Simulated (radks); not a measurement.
Task: These are the eigenvalues of the occupied orbitals of an atom or ion with whole-number occupations (eV). All-electron calculation, scalar-relativistic Kohn-Sham, PBE, spin-unpolarised, spherical densities, point nucleus. Program: a radial shooting solver on a logarithmic mesh with Libxc functionals.

1s: -59308.88
2s: -10020.89
2p: -8848.918
3s: -2266.389
3p: -1911.580
3d: -1473.832
4s: -460.8227
4p: -344.1436
4d: -189.2508
5s: -67.9869
5p: -40.5095
4f: -19.8303
6s: -11.5789
6p: -7.1798

Which element is it, and in what charge state? The configuration may be excited.

Result: Z = 69, thulium, charge +1: Tm+ in [Xe] 4f12 6s1 6p1. The list shows which subshells hold electrons but not how many an open one holds; the 1s level, -2179.6 hartree, gives Z - s = 66.0 by -(Z - s)^2/2, which with screening and relativity narrows Z to a few neighbours, and the depths of the outer levels then fix element, charge and occupations together.
